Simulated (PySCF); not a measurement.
SMILES C[C]1COC(=O)O1, doublet (B3LYP/def2-SVP optimised geometry):

```
12

C     -0.549    -1.953    -0.306
C     -0.342    -0.549     0.114
C      0.896     0.280    -0.065
O      0.394     1.615     0.000
C     -0.957     1.615     0.000
O     -1.655     2.575     0.000
O     -1.409     0.319     0.003
H     -1.459    -2.370     0.153
H      0.307    -2.575    -0.001
H     -0.660    -2.048    -1.407
H      1.655     0.134     0.723
H      1.393     0.126    -1.047
```

Method: unrestricted B3LYP/def2-TZVP in PySCF.

### Question
What are the frontier orbital energies (α orbitals alone; a β orbital can be the lowest empty one) and the dipole moment?

### Answer
HOMO-2 -8.95 eV, HOMO-1 -8.62 eV, HOMO -5.57 eV, LUMO 0.46 eV, LUMO+1 0.51 eV; dipole moment 5.08 D.

On the same geometry unrestricted PBE/def2-TZVP run with PySCF gives HOMO-2 -7.62 eV, HOMO-1 -7.19 eV, HOMO -4.40 eV, LUMO -0.35 eV, LUMO+1 0.01 eV; dipole moment 4.85 D.

Meta-Löwdin charges at B3LYP/def2-TZVP: C1 -0.34, C2 0.13, C3 -0.01, O4 -0.34, C5 0.66, O6 -0.43, O7 -0.30, H8 0.14, H9 0.13, H10 0.11, H11 0.13, H12 0.11.
